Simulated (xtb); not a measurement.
Al(Me)2(SiH3) (C2H9AlSi), SMILES [CH3][Al]([CH3])[SiH3]. All values are semi-empirical tight-binding results from xtb (GFN2-xTB unless named), good for trends rather than for accurate numbers. Geometry: GFN2-xTB. The structure was generated by enumeration; whether it is a known compound was not checked.

The geometry has at least one imaginary mode, so it is a saddle point at that level.

For metal compounds this method's bond lengths and energies can be far off.

Computed properties:
* **orbital gap**: 3.60 eV
